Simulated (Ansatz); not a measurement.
Consider the ligand exchange at a B–Cl bond: `FB(F)Cl` + HI → `FB(F)I` + HCl.

Gas-phase electronic energies from Ansatz, PBE0-D4/def2-TZVP geometries. CBS: MP2 limit from def2 TZ/QZ plus the TZ coupled-cluster correction, frozen cores. This one scheme is used for every species. DFT in def2-TZVPP. HSE06 is defined as in plane-wave codes. def2 core potentials past Kr. For I outer-core shells are correlated without core-valence functions, which leaves a few kJ/mol of doubt a bond.

```
           level  ΔE (kJ/mol)  difference from CCSD(T)/CBS
         BLYP-D4         28.7                          2.5
       r2SCAN-D4         30.6                          4.4
         PBE0-D4         28.7                          2.5
      r2SCANh-D4         30.9                          4.7
        HSE06-D4         28.6                          2.4
         ωB97X-V         30.9                          4.7
         ωB97M-V         31.4                          5.2
          revPBE         27.6                          1.4
            BLYP         31.4                          5.2
         r2SCANh         31.2                          5.0
           BHLYP         35.1                          8.9
    MP2/def2-SVP         43.4                         17.2
CCSD(T)/def2-SVP         44.9                         18.7
  MP2/def2-QZVPP         23.5                         -2.7
    HF/CBS(def2)         37.5                         11.3
   MP2/CBS(def2)         22.3                         -3.9
     CCSD(T)/CBS         26.2                            0
```

What do rigid-rotor, harmonic-oscillator terms from PBE0-D4/def2-TZVP frequencies (298.15 K, 1 bar) make of the CCSD(T)/CBS value? (Best estimate.)

The calculation gave: ΔZPE = +1.3 kJ/mol, ΔH = +28.3 kJ/mol, ΔS = 1 J/(mol·K), ΔG = +28.1 kJ/mol.

Largest T1 diagnostic among the species: 0.012.

At CCSD(T), def2-SVP lies +18.7 kJ/mol from the extrapolated value and def2-TZVPP +3.3 kJ/mol. In def2-TZVPP, CCSD(T) changes the Hartree–Fock value by −8.7 kJ/mol (the triples alone add −1.5 kJ/mol) and MP2 by −12.6 kJ/mol. Leaving LDA and LC-ωPBE aside and taking each functional with its dispersion term where it has one, the values, not all of them listed here, spread over 9.9 kJ/mol, from revPBE-D4 to B97M-V.
